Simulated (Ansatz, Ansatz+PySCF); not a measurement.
```xyz
4

Si    0.0000    0.0000    0.0858
H     1.5384    0.0000   -0.4006
H    -0.7692    1.3323   -0.4006
H    -0.7692   -1.3323   -0.4006
```

Basis set: def2-SVP (spherical functions). Frozen core: 5 orbitals. Charge 0, multiplicity 2.

Computed with Ansatz (development build ahead of 0.2.0); each method stands on the lowest determinant of its kind that the runs found.

Question: Give the atomization energy at this shape (free ground-state atoms in the same class of orbitals less the molecule, no zero-point energy) of doublet SiH3 by UHF-CCSD(T), UHF-MP2, UHF, ROHF.

Answer:

```
     method  atomization energy
UHF-CCSD(T)     205.92 kcal/mol
    UHF-MP2     199.29 kcal/mol
        UHF     167.59 kcal/mol
       ROHF     168.83 kcal/mol
```

Caution: the shape is not the minimum.
